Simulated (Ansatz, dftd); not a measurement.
Reaction: SiPH5 (SMILES [SiH3]P) → SiPH4 (SMILES [SiH2]P, doublet) + H (doublet) (the H-Si bond breaks)
Each species at its own B3LYP-D3(BJ)/def2-TZVP minimum (Ansatz, a first-principles code).

Property: bond dissociation energy (electronic), in kJ/mol. UHF or UKS for unpaired electrons; spin-orbit terms are left out. Correlated methods leave the cores frozen. Rows without X2C or -DK are non-relativistic. CBS(X,Y): correlation extrapolated as X^-3, Hartree-Fock from the larger set. A bracket is a step between two methods taken in the basis named. The functionals are non-relativistic, so their misses hold any scalar relativity. 'core' is core correlation in cc-pwCVTZ (1s frozen past Ne), 'X2C' scalar relativity in cc-pVTZ-DK, both at CCSD(T). Where a partner has so few electrons that a lower coupled-cluster level is exact, that level stands in.

Compared with CCSD(T)/CBS(cc-pV(T+d)Z,cc-pV(Q+d)Z) + [CCSDT(Q) - CCSD(T)]/cc-pV(T+d)Z + core + X2C (Ansatz): 393.0 kJ/mol.

Costs are rough ratios of core time, to one figure, on one kind of shared machine, summed over the single points of the molecules; atoms, geometries and frequencies are left out. The first row took roughly 9 core seconds; short runs hold start-up time.

```csv
level,program,cost relative to the first row
B3LYP-D4/def2-TZVPD,Ansatz + dftd4,1
r2SCAN/def2-TZVPD,Ansatz,1
CAM-B3LYP/def2-TZVPD,Ansatz,1
CCSD(T)/cc-pV(D+d)Z,Ansatz,1
CCSD(T)/cc-pV(T+d)Z,Ansatz,4
CCSDT(Q)/cc-pV(D+d)Z,Ansatz,30
CCSDT(Q)/cc-pV(T+d)Z,Ansatz,900
```

Among the rows that cost no more than CCSD(T)/cc-pV(D+d)Z, which comes nearest?

CAM-B3LYP/def2-TZVPD.
```json
[
 {"level": "B3LYP-D4/def2-TZVPD", "difference (kJ/mol)": "-9.4"},
 {"level": "r2SCAN/def2-TZVPD", "difference (kJ/mol)": "-21.7"},
 {"level": "CAM-B3LYP/def2-TZVPD", "difference (kJ/mol)": "-5.1"},
 {"level": "CCSD(T)/cc-pV(D+d)Z", "difference (kJ/mol)": "-18.0"},
 {"level": "CCSD(T)/cc-pV(T+d)Z", "difference (kJ/mol)": "-5.7"},
 {"level": "CCSDT(Q)/cc-pV(D+d)Z", "difference (kJ/mol)": "-18.4"},
 {"level": "CCSDT(Q)/cc-pV(T+d)Z", "difference (kJ/mol)": "-6.2"}
]
```
